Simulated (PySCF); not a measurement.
Changes within a family of molecules, several properties at once.

PySCF, CAM-B3LYP/def2-SVPD, density fitting, gas phase; each molecule at its own PBE0-D3(BJ)/def2-SVP geometry, one conformer. Singlet excitations by full TDDFT with frozen cores and triplets by Tamm–Dancoff TDDFT. 

Reference: `CC(C)[NH][Sn]([Cl])([Cl])[NH]C(C)C`, with HOMO energy -8.57 eV, LUMO energy -0.76 eV, lowest singlet excitation 4.62 eV, lowest triplet excitation 4.14 eV, mean polarisability 154.2 au and dipole moment 3.04 D.

Changes against it:

```csv
molecule,Δ HOMO energy (eV),Δ LUMO energy (eV),Δ lowest singlet excitation (eV),Δ lowest triplet excitation (eV),Δ mean polarisability (au),Δ dipole moment (D)
CCC[CH2][Sn]([Cl])([Cl])[CH2]CCC,-0.60,+0.70,+1.66,+1.21,+13.8,+0.91
C[Si](C)(C)[Sn]([Cl])([Cl])[Si](C)(C)C,+0.50,+0.60,+0.28,+0.24,+49.1,+1.95
CC(C)[O][Sn]([Cl])([Cl])[O]C(C)C,-1.24,-0.78,+0.25,+0.36,-6.7,-2.85
```

Rows whose labels were lost:

```tsv
row	Δ HOMO energy (eV)	Δ LUMO energy (eV)	Δ lowest singlet excitation (eV)	Δ lowest triplet excitation (eV)	Δ mean polarisability (au)	Δ dipole moment (D)
P	-1.11	-0.76	+0.63	+0.81	+35.1	-2.76
Q	+0.46	-0.01	-0.34	-0.42	+17.0	-0.29
```

Question: Which row belongs to which of `[Cl][Sn]([Cl])([N]1CCCC1)[N]1CCCC1` and `C[Si](C)(C)[O][Sn]([Cl])([Cl])[O][Si](C)(C)C`?

Answer: P = `C[Si](C)(C)[O][Sn]([Cl])([Cl])[O][Si](C)(C)C` and Q = `[Cl][Sn]([Cl])([N]1CCCC1)[N]1CCCC1`. P and Q are told apart most clearly by the mean polarisability (+35.1 against +17.0 au).

Question: Which row has the smallest HOMO–LUMO gap and which the largest, and does the HOMO or the LUMO shift more there?

Answer: Smallest, counted from the reference: Q, -0.47 eV (HOMO +0.46, LUMO -0.01), the larger shift being that of the HOMO. Largest: `CCC[CH2][Sn]([Cl])([Cl])[CH2]CCC`, +1.30 eV (HOMO -0.60, LUMO +0.70), the larger shift being that of neither alone.
